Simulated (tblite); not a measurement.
Compound: C4H6O3SSi.
Geometry (GFN2-xTB, Å), atoms numbered from 1 in this order:
```xyz
15
C4H6O3SSi angstrom
O     -2.3326   -1.6294   -0.1394
S     -1.9832   -0.2672   -0.3846
O     -2.4771    0.3837   -1.5628
O     -2.4975    0.6221    0.8760
C     -0.2666   -0.0913   -0.1991
C      0.4810    0.7022   -0.9642
C      1.9033    0.6993   -0.6381
C      2.2710   -0.1002    0.3736
Si     0.7584   -1.0144    1.0758
H     -3.0568    1.3242    0.5421
H      0.0871    1.3019   -1.7705
H      2.5814    1.3202   -1.2048
H      3.2975   -0.1722    0.6918
H      0.8029   -2.4531    0.8395
H      0.4269   -0.6177    2.4426
```

All values are computed: GFN2-xTB (tblite) harmonic vibrations without scaling, gas phase. Against measured fundamentals such values can be off by several per cent, at times by over 20. Modes of hydrogen on silicon can be 10 to 20 % off. One conformer, not necessarily the lowest.

Harmonic wavenumbers (cm⁻¹): 25.9, 81.3, 88.5, 154.2, 197.6, 271.3, 307.1, 337.8, 369.4, 396.5, 439.2, 493.4, 504.9, 545.9, 586.2, 615.9, 643.2, 709.5, 735.4, 751.2, 789.2, 870.1, 890.1, 911.4, 995.8, 1030.2, 1110.0, 1143.7, 1217.0, 1278.1, 1296.9, 1547.6, 1636.9, 2283.7, 2308.3, 3071.8, 3087.4, 3105.1, 3616.4.

A = 2429, B = 895.1, C = 763.9 MHz; mass 161.981 u (most abundant isotopes); point group C1, symmetry number 1.

Q: What is the zero-point energy?

A: Half the sum of the wavenumbers: 20222 cm⁻¹ = 241.91 kJ/mol.

Q: Give the ideal-gas entropy at 200 K and 1 bar in the rigid-rotor, harmonic-oscillator model (classical rotation).

A: Translation 164.01, rotation 119.07, vibration 83.09: S = 366.2 J/(mol K).

Q: And Cp and H(200 K) − H(0)?

A: Cp = 124.49 J/(mol K), of which vibrations give 91.23 (their classical limit is 39 R = 324.3); H(200 K) − H(0) = 15.47 kJ/mol without the zero-point energy, 8.82 from vibrations.

Q: Blend soft modes into free rotors: weight 1/[1 + (100 cm⁻¹/ν̃)⁴] for the oscillator and the rest for a rotor with moment μB/(μ + B), μ = h/(8π²ν), B = 10⁻⁴⁴ kg m². What vibrational entropy results?

A: 74.94 J/(mol K) in place of 83.09, which changes −T·S at 200 K by +1.63 kJ/mol.

Q: How do the functions run with temperature in this model?

A: 
| T (K) | S (J/(mol K)) | Cp (J/(mol K)) | H − H(0) (kJ/mol) | G − H(0) (kJ/mol) | ln q(vib) |
| --- | --- | --- | --- | --- | --- |
| 100 | 298.6 | 76.3 | 5.44 | -24.42 | 2.10 |
| 300 | 425.2 | 168.1 | 30.17 | -97.39 | 7.37 |
| 500 | 526.5 | 228.1 | 70.36 | -192.91 | 12.69 |
| 800 | 645.3 | 275.7 | 146.75 | -369.52 | 19.96 |
| 1000 | 709.0 | 294.5 | 203.88 | -505.12 | 24.27 |

q(vib) and H(0) count from the zero-point level.

Hindered rotation and anharmonicity are outside this model. Other conformers, if any are populated, would add a mixing term that is left out. The structure is chiral; the term R ln 2 for an equal mix with its mirror image is left out.
